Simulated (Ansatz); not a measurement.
C3H7AlCl2O (`CC(C)[O][Al]([Cl])[Cl]`), relaxed with RKS PBE-D4/def2-SVP in Ansatz 0.2.0 from a rough embedded geometry. The force threshold is 0.03 eV/Å; the program also tests the step.

Charge 0, multiplicity 1.

Start:

```xyz
14

C    -0.572   -1.186   -1.280
C    -0.051   -0.129   -0.321
C    -1.209    0.783    0.027
O     0.448   -0.651    0.862
Al    1.784    0.277    1.679
Cl    3.914   -0.031    1.070
Cl    1.276    1.864    3.135
H     0.337   -1.864   -1.500
H    -1.306   -1.825   -0.825
H    -0.907   -0.792   -2.232
H     0.740    0.437   -0.893
H    -1.627    1.272   -0.932
H    -0.830    1.603    0.674
H    -1.997    0.241    0.537
```

Task: By how much does the energy fall, and how many steps does the optimiser take? (Estimate.)

Result: The calculation gave: 83.75 kJ/mol, in 29 steps.

Task: Which bonds change most? (Best estimate.)

Result: The calculation gave: Al5–Cl6 from 2.237 to 2.093 Å; O4–Al5 from 1.820 to 1.698 Å; Al5–Cl7 from 2.213 to 2.107 Å; C3–H12 from 1.155 to 1.109 Å.

Task: Give the relaxed structure. (Best estimate.)

Result: The calculation gave: 
```xyz
14

C    -0.511   -1.238   -0.827
C    -0.013    0.207   -0.800
C    -1.038    1.173   -0.206
O     1.225    0.295   -0.099
Al    1.740   -0.012    1.489
Cl    3.772    0.248    1.918
Cl    0.434   -0.634    3.021
H     0.266   -1.907   -1.249
H    -0.756   -1.584    0.200
H    -1.425   -1.337   -1.448
H     0.206    0.525   -1.846
H    -1.973    1.183   -0.801
H    -0.632    2.204   -0.186
H    -1.296    0.877    0.833
```
